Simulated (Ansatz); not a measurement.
A geometry relaxed with PBE0-D3(BJ)/def2-TZVP in Ansatz (a quantum-chemistry and plane-wave program), charge 0, multiplicity 1:

```xyz
13

H      0.3371     2.1350    -1.4477
H      0.6929     2.3293     0.9283
C      1.0449    -0.8253    -0.0890
H      2.9363    -0.7834    -0.3756
H     -2.1149    -0.7849    -0.5089
H      1.1262    -1.9097    -0.0124
Si    -0.1410     1.6761    -0.1160
C     -1.3797    -0.9508     0.2844
H     -1.8560    -0.6434     1.2203
H     -1.1916    -2.0268     0.3442
H     -1.5487     2.1297     0.0577
O      2.2091    -0.1615    -0.3176
C     -0.1146    -0.1843     0.0322
```

Write the SMILES of this molecule.

`C/C([SiH3])=C/O`
